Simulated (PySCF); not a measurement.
SMILES [Cl][Ge]([Cl])([Cl])[Ge]([Cl])([Cl])[Cl] (Cl6Ge2), singlet (PBE0/def2-SVP optimised geometry):

```
8

Ge     0.417    -1.145     0.000
Cl    -0.277    -2.177    -1.741
Cl    -0.277    -2.176     1.741
Cl     2.556    -1.145     0.000
Ge    -0.418     1.145     0.000
Cl     0.240     2.165     1.762
Cl     0.312     2.189    -1.719
Cl    -2.556     1.145    -0.044
```

Level of theory: PySCF 2.14.0 with PBE0/def2-TZVP.

Question: What are the frontier orbital energies and the dipole moment?

Answer: HOMO-2 -9.70 eV, HOMO-1 -9.63 eV, HOMO -8.97 eV, LUMO -2.77 eV, LUMO+1 -1.44 eV; dipole moment 0.00 D.

On the same geometry PySCF with PBE/def2-TZVP gives HOMO-2 -8.23 eV, HOMO-1 -8.17 eV, HOMO -7.75 eV, LUMO -3.66 eV, LUMO+1 -2.20 eV; dipole moment 0.00 D.

Meta-Löwdin charges at PBE0/def2-TZVP: Ge1 0.74, Cl2 -0.25, Cl3 -0.25, Cl4 -0.25, Ge5 0.74, Cl6 -0.25, Cl7 -0.25, Cl8 -0.25.
